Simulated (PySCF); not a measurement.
hafnium atom (Hf), triplet (core potentials on Hf). Base run: TPSS/def2-SVP (PySCF).

The PySCF input:
```python
from pyscf import gto, scf, dft

mol = gto.Mole()
mol.atom = '''
    Hf    0.00000000    0.00000000    0.00000000
'''
mol.basis = 'def2-svp'
mol.ecp = {'Hf': 'def2-svp'}
mol.spin = 2
mol.verbose = 4
mol.build()

mf = dft.UKS(mol)
mf.xc = 'tpss'
mf.kernel()
```

The base run was repeated with changes; each row names its change, and settings that it needs were set with it.

```csv
change,ΔE vs base (µEh),SCF cycles,<S^2>,outcome
base,0.0,14,2.004,converged
DIIS = ADIIS,0.0,35,2.004,converged
diis = off; damp = 0.6 (with mf.diis_start_cycle = 200; with mf.max_cycle = 150),0.0,73,2.004,converged
level_shift = 1.0 (with mf.max_cycle = 100),-,100,-,not converged
init_guess = sap,-0.5,16,2.004,converged
init_guess = huckel,4216,7,2.058,another SCF solution
damp = 0.5; diis_start_cycle = 5,0.0,15,2.004,converged
conv_tol = 1e-7,0.0,10,2.004,converged
init_guess = atom,-0.1,15,2.004,converged
level_shift = 0.3 (with mf.max_cycle = 100),-0.1,88,2.004,converged
init_guess = mod_huckel,4216,7,2.058,another SCF solution
conv_tol = 1e-11,0.0,20,2.004,converged
diis = off; damp = 0.3 (with mf.diis_start_cycle = 200; with mf.max_cycle = 150),0.0,46,2.004,converged
```

A guess, shift, damping, solver or small numerical setting can't move a converged solution much, so rows marked as another SCF solution ended in a different state.

Open shells are given as the SCF converged; they aren't shown to be the lowest states, and a large step between rows can be another state.
